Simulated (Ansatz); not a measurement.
Two members of one family ([Ln(H2O)6]3+), computed with Ansatz in the gas phase; def2 core potentials for Nd, Pr, no spin–orbit coupling. The two geometries come from different levels. HOMO and LUMO are taken over both spins. With an open 4f shell the SCF may have ended above the lowest state. The structures are stationary points that may keep the symmetry of their start.

First: [Pr(H2O)6]3+ (triplet, charge 3, PBE0-D4/def2-SVP geometry).

```xyz
19

Pr    0.002    0.001    0.003
O     0.367    0.828   -2.256
H     1.077    0.583   -2.880
H    -0.174    1.467   -2.758
O    -0.363   -0.827    2.261
H     0.176   -1.468    2.762
H    -1.083   -0.594    2.878
O     1.358    1.817    0.872
H     1.813    2.521    0.371
H     1.576    2.014    1.803
O    -1.354   -1.816   -0.865
H    -1.587   -2.004   -1.795
H    -1.809   -2.519   -0.363
O     1.979   -1.390   -0.184
H     2.040   -2.308   -0.512
H     2.900   -1.159    0.040
O    -1.977    1.392    0.173
H    -2.897    1.156   -0.055
H    -2.044    2.306    0.505
```

```json
{"level": "PBE-D4/def2-SVP", "HOMO (eV)": "-18.33", "LUMO (eV)": "-17.77", "gap (eV)": "0.56"}
{"level": "PBE-D4/def2-TZVP", "HOMO (eV)": "-18.56", "LUMO (eV)": "-18.00", "gap (eV)": "0.56"}
{"level": "r2SCAN-D4/def2-TZVP", "HOMO (eV)": "-18.98", "LUMO (eV)": "-17.58", "gap (eV)": "1.40"}
{"level": "PBE0-D4/def2-SVP", "HOMO (eV)": "-21.57", "LUMO (eV)": "-15.33", "gap (eV)": "6.24"}
```

Metal–donor distances: 6 × O 2.42 to 2.43 Å.

Second: [Nd(H2O)6]3+ (quartet, charge 3, r2SCAN-D4/def2-SVP geometry).

Cartesian coordinates in Å:
```
Nd -0.0016 -0.0022 0.0001
O 1.1280 1.1649 1.7889
H 2.0404 1.0301 2.1176
H 0.7807 1.8821 2.3566
O -1.1297 -1.1669 -1.7915
H -0.7837 -1.8899 -2.3536
H -2.0384 -1.0278 -2.1260
O -0.8157 -1.6362 1.5823
H -0.6558 -1.6759 2.5471
H -1.3841 -2.4139 1.4103
O 0.8121 1.6314 -1.5841
H 1.3742 2.4142 -1.4125
H 0.6570 1.6660 -2.5507
O 1.9722 -1.3460 -0.3677
H 2.7246 -1.1640 -0.9668
H 2.2081 -2.2000 0.0488
O -1.9681 1.3522 0.3720
H -2.1972 2.2103 -0.0391
H -2.7230 1.1719 0.9684
```

Estimate the same table for the second.


```csv
level,HOMO (eV),LUMO (eV),gap (eV)
PBE-D4/def2-SVP,-19.50,-18.04,1.46
PBE-D4/def2-TZVP,-19.63,-18.16,1.47
r2SCAN-D4/def2-TZVP,-20.33,-17.33,3.00
PBE0-D4/def2-SVP,-22.42,-15.54,6.88
```

Metal–donor distances: 6 × O 2.42 Å.
